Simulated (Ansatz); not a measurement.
The same redistribution along the group F, Cl, Br.

Calculated with Ansatz (gas phase, PBE0-D4/def2-TZVP geometries, no zero-point term in ΔE). CCSD(T)/CBS is the MP2 limit (def2-TZVPP, def2-QZVPP) plus CCSD(T) − MP2 in def2-TZVPP, frozen cores. Elements past krypton have def2 core potentials. For Br, In outer-core shells are correlated without core-valence functions, which leaves a few kJ/mol of doubt a bond. Scalar relativity is left out up to krypton. Each species was taken in one conformer, which may not be the lowest.

Q: Order these by ΔE at CCSD(T)/CBS, lowest first. (An estimate is asked.)
A. `[F][In]([F])[F]` + `CO[SiH](C)O` → `[CH3][In]([F])[F]` + `CO[SiH](O)F`
B. `[Br][In]([Br])[Br]` + `CO[SiH](C)O` → `[CH3][In]([Br])[Br]` + `CO[SiH](O)Br`
C. `[Cl][In]([Cl])[Cl]` + `CO[SiH](C)O` → `[CH3][In]([Cl])[Cl]` + `CO[SiH](O)Cl`

A: A (-132.6 kJ/mol), C (-4.5 kJ/mol), B (+24.7 kJ/mol).

Largest T1 diagnostic: 0.018, for `[F][In]([F])[F]`.
